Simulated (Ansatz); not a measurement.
A structure relaxed at PBE0-D4/def2-SVP in Ansatz, charge 0, doublet:

| atom | x (Å) | y (Å) | z (Å) |
| --- | --- | --- | --- |
| B1 | -0.8255 | -1.2681 | 0.5031 |
| B2 | 0.7790 | 1.2038 | -0.4906 |
| B3 | -0.0289 | -0.0363 | 0.0062 |
| Al4 | 1.9114 | 2.9456 | -1.1840 |
| Al5 | -1.8360 | -2.8450 | 1.1653 |

Question: Give its formula and point group.

Answer: Al2B3. Point group C∞v (tolerance 0.1 Å).

Question: Summarise the bond lengths by kind (pairs closer than 1.2 times the sum of covalent radii, bridged metal pairs left out).

Answer: 2 × B–B 1.55 to 1.56 Å; 2 × Al–B 1.99 to 2.19 Å.

The charge 0 doublet is spin-contaminated (final ⟨S²⟩ up to 1.77, 0.75 for a pure state). The relaxation made no stability test and no search for a lower SCF solution. Another isomer (doublet) lies 2.13 eV lower at PBE0-D4/def2-TZVP; other spin states weren't run for this one.
